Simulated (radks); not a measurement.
Cd, configuration [Kr] 4d10 5s2 (the NIST ground configuration). Method: Dirac Kohn-Sham, BLYP, spin-unpolarised, spherical densities, point nucleus; computed with a radial shooting solver on a logarithmic mesh with Libxc functionals.

Radial electron density D(r) = 4 pi r^2 rho(r):

r (bohr)  D(r) (e/bohr)
0.001398          2.447
0.00188           4.067
0.002508          6.567
0.003345          10.39
0.004461          16.01
0.005998          24.05
0.007999          34.07
0.01067           45.33
0.01423           55.62
0.01913           61.78
0.02552           61.09
0.03403           55.85
0.04539           53.83
0.06103           62.57
0.0814            75.63
0.1086            75.54
0.1448            59.97
0.1947            53.37
0.2597            62.41
0.3463            55.11
0.4619            29.17
0.621             17.91
0.8283            20.35
1.105             15.92
1.473             7.972
1.981             3.309
2.642             1.460
3.524            0.5926
4.7              0.1746
6.319           0.02826
8.428          0.002252

D(r) has 4 maxima, at r = 0.0214, 0.0940, 0.279, 0.842 bohr, and minima at 0.0422, 0.183, 0.621 bohr, inside which lie 2.04, 11.17, 29.04 electrons.
